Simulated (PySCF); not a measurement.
[Cr(NH3)6]3+ holds Cr(III), d3, at total charge +3. The structure is a PBE0-D3(BJ)/def2-SVP, IEF-PCM water geometry optimised for multiplicity 4; coordination octahedral, point group S6, metal–donor distances 2.07 Å.

Method (PySCF 2.14, density fitting): CASSCF(3,5) with orbitals averaged over all microstates of the shell, strongly contracted NEVPT2 on the averaged canonical orbitals; basis x2c-TZVPall on the metal, x2c-SVPall elsewhere; spin-free X2C; IEF-PCM water; spin-orbit coupling by state interaction with the mean-field operator over all roots.

CASSCF energies above the lowest CASSCF root:

| state | CASSCF / cm⁻¹ |
| --- | --- |
| 4Ag (from 4A2g) | 0 |
| 2Eg | 19216 |
| 4Ag (from 4T2g) | 19610 |
| 4Eg (from 4T2g) | 19710 |
| 2Ag (from 2T1g) | 20045 |
| 2Eg (from 2T1g) | 20212 |
| 2Eg (from 2T2g) | 28374 |
| 2Ag (from 2T2g) | 28703 |
| 4Eg (from 4T1g) | 28825 |
| 4Ag (from 4T1g) | 29218 |
| 2Ag (from 2A1g) | 35316 |
| 2Ag (from 2T2g) | 37604 |
| 2Eg (from 2T2g) | 37765 |
| 2Eg (from 2T1g) | 38964 |
| 2Ag (from 2T1g) | 39110 |
| 2Eg | 41358 |
| 4Ag (from 4T1g) | 44740 |
| 2Eg (from 2T1g) | 44979 |
| 2Ag (from 2T1g) | 45105 |
| 4Eg (from 4T1g) | 45469 |
| 2Ag (from 2T2g) | 53000 |
| 2Eg (from 2T2g) | 53056 |

Task: How does dynamic correlation (SC-NEVPT2) move these states?

Result: 
```csv
state,NEVPT2 / cm⁻¹,shift / cm⁻¹
4Ag (from 4A2g),0,0
2Eg,17363,-1852
4Ag (from 4T2g),23512,+3901
4Eg (from 4T2g),23622,+3912
2Ag (from 2T1g),18185,-1860
2Eg (from 2T1g),18331,-1882
2Eg (from 2T2g),26184,-2190
2Ag (from 2T2g),26533,-2170
4Eg (from 4T1g),32078,+3254
4Ag (from 4T1g),32367,+3149
2Ag (from 2A1g),37602,+2285
2Ag (from 2T2g),39844,+2240
2Eg (from 2T2g),40010,+2245
2Eg (from 2T1g),40960,+1996
2Ag (from 2T1g),41124,+2014
2Eg,42560,+1202
4Ag (from 4T1g),49835,+5095
2Eg (from 2T1g),46400,+1421
2Ag (from 2T1g),46485,+1380
4Eg (from 4T1g),50497,+5029
2Ag (from 2T2g),52449,-550
2Eg (from 2T2g),52470,-586
```

NEVPT2 lifts 4Ag (from 4T2g) from 19610 to 23512 cm⁻¹; on the d shell alone it tends to overshoot states that fill the eg-type orbitals. NEVPT2 on the d shell alone tends to put d–d bands too high for such charged or covalently bound ions.
